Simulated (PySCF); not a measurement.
F$_{4}$Zr, charge +1, doublet, geometry from GFN2-xTB (such geometries of metal compounds can be far from the true shape) (the multiplicity is a formal guess) (core potentials on Zr). Base run: B3LYP/def2-SV(P) (PySCF).

PySCF was given this input:
```python
from pyscf import gto, scf, dft

mol = gto.M(
    atom='''
Zr    0.00000000   -0.00000000    0.00000000
F     1.19625354    0.87726079   -1.14149566
F     0.94458360   -1.17292463    1.11158940
F    -1.23870792   -0.96627039   -1.01761760
F    -0.90212922    1.26193423    1.04752386
''',
    basis='def2-sv(p)',
    ecp={'Zr': 'def2-sv(p)'},
    charge=1,
    spin=1,
    verbose=4,
    symmetry=True,
)

mf = dft.UKS(mol)
mf.xc = 'b3lyp'
mf.kernel()
mf.analyze()
```

The base run was repeated with changes; each row names its change, and settings that it needs were set with it.

```
change                                                ΔE vs base (eV)  point group used  SCF cycles        outcome
----------------------------------------------------  ---------------  ----------------  ----------  -------------
base                                                             0.00                D2           9      converged
irrep_nelec = A:(6, 6) B1:(7, 6) B2:(6, 6) B3:(5, 5)                -                 -          50  not converged
irrep_nelec = A:(5, 6) B1:(7, 6) B2:(6, 6) B3:(6, 5)            11.33                D2          26      converged
symmetry_subgroup = C2                                           0.00                C2          46      converged
irrep_nelec = A:(5, 6) B1:(6, 6) B2:(7, 6) B3:(6, 5)            11.33                D2          26      converged
irrep_nelec = A:(6, 6) B1:(5, 6) B2:(6, 6) B3:(7, 5)            10.76                D2          27      converged
symmetry = off                                                      -                 -          50  not converged
```

Open shells are given as the SCF converged; they aren't shown to be the lowest states, and a large step between rows can be another state.
